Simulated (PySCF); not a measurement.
Dipole response of Sn⁺ (tin, charge +1)

[Kr] 4d10 5s2 5p1, 2P determinant. All numbers are calculated (PySCF 2.14, the spin-free X2C one-electron Hamiltonian (Gaussian nucleus), in x2c-TZVPPall with one added diffuse shell each of s, p, d, f type (9s7p5d3f, 76 functions)). Coupled (time-dependent) response in atomic units; α is the mean over directions.

```json
{"method": "UHF", "mean α (bohr³)": "29.14", "α xx, yy, zz": "27.58, 32.27, 27.58", "C₆ (like pair)": "233.1", "S(−4)": "278.9"}
{"method": "PBE", "mean α (bohr³)": "27.36", "α xx, yy, zz": "25.05, 31.97, 25.05", "C₆ (like pair)": "212.0", "S(−4)": "263.3"}
{"method": "PBE0", "mean α (bohr³)": "27.45", "α xx, yy, zz": "25.46, 31.44, 25.46", "C₆ (like pair)": "214.0", "S(−4)": "255.8"}
{"method": "BLYP", "mean α (bohr³)": "27.07", "α xx, yy, zz": "24.68, 31.87, 24.68", "C₆ (like pair)": "208.3", "S(−4)": "262.0"}
```

S(−4) is the Cauchy moment in α(ω) = α(0) + S(−4) ω² + …

Spin-orbit coupling is absent.

α(iu) at UHF:

| u (hartree) | α(iu) (bohr³) |
| --- | --- |
| 0 | 29.14 |
| 0.0500 | 28.46 |
| 0.100 | 26.63 |
| 0.200 | 21.39 |
| 0.300 | 16.43 |
| 0.500 | 10.05 |
| 0.750 | 6.291 |
| 1.00 | 4.470 |
| 1.50 | 2.774 |
| 2.00 | 1.971 |
| 3.00 | 1.182 |
| 5.00 | 0.5664 |

A single London oscillator, α(iu) = α/(1 + u²/ω²), gives C₆ = (3/4) ω α². Matching the computed C₆ needs ω = 4 × 233.1 / (3 × 29.14²) = 0.366 hartree.

For an ion, C₆ is the dispersion term alone; charge-induced terms of lower order in 1/R come first.

The components differ because the open shell of this determinant is not spherical; for a pure term their mean is the scalar polarisability.
